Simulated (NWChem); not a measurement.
System: CH8OSi2; SMILES C(O[SiH3])[SiH3]

Here is an NWChem input.

```
start job
memory heap 200 mb stack 900 mb global 1100 mb
geometry units angstroms noautoz
  Si     0.159502    -2.217497    -0.287812
  C     -0.266863    -0.537751     0.506468
  O      0.258351     0.504872    -0.325708
  Si     0.081389     2.108450     0.087612
  H     -0.393238    -3.309245     0.563985
  H     -0.439330    -2.307732    -1.644593
  H      1.633573    -2.376337    -0.386403
  H     -1.358336    -0.437098     0.615724
  H      0.160008    -0.480633     1.520362
  H      0.719080     2.400549     1.404556
  H      0.742394     2.894552    -0.980555
  H     -1.358408     2.488304     0.182534
end
basis spherical
  * library def2-svp
end
dft
  xc b3lyp
  iterations 150
  mulliken
end
task dft energy
```

All runs use the structure optimised with B3LYP/6-31G* (spherical d).

Give the results of this calculation. (B3LYP/def2-SVP.) Quantities: basis functions; energy (Ha); highest occupied level (eV); orbital gap (eV); dipole (D).


```json
{
  "number_of_basis_functions": "104",
  "energy (Ha)": "-696.90",
  "highest occupied level (eV)": "-7.93",
  "orbital gap (eV)": "8.23",
  "dipole (D)": "1.17"
}
```
